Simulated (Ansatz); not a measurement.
AsP3. The state is a triplet with charge 0. Geometry r2SCAN-D4/def2-SVP; atoms count from 1.

Cartesian coordinates in Å:
```
P 1.1620 0.4669 -0.2119
P -0.7923 1.4419 0.0710
P -0.4223 -0.4683 1.1025
As 0.0526 -1.4404 -0.9615
```

At PBE0-D4/def2-TZVP a singlet of charge 0 lies 1.88 eV below the triplet, each at its own geometry. The structure comes from a short search, and lower isomers may exist.

Question: Estimate the Mulliken populations from the PBE0/def2-TZVP orbitals of Ansatz.

Answer: 
| atom | charge (e) | spin (α − β) |
| --- | --- | --- |
| P1 | -0.04 | 0.01 |
| P2 | 0.00 | 0.94 |
| P3 | -0.04 | 0.01 |
| As4 | 0.08 | 1.03 |
Mulliken values and Mayer orders depend strongly on the basis.

Question: Where does the spin sit?

Answer: Summed by element: P 0.97, As 1.03, of 2 unpaired in all. Largest on single atoms: As4 1.03, P2 0.94, P1 0.01.

Question: And the Mayer bond orders between bonded heavy atoms (over 0.3)?

Answer: P1–P2 1.12 (2.20 Å); P1–P3 0.98 (2.26 Å); P1–As4 1.07 (2.33 Å); P2–P3 1.12 (2.20 Å); P3–As4 1.07 (2.33 Å).
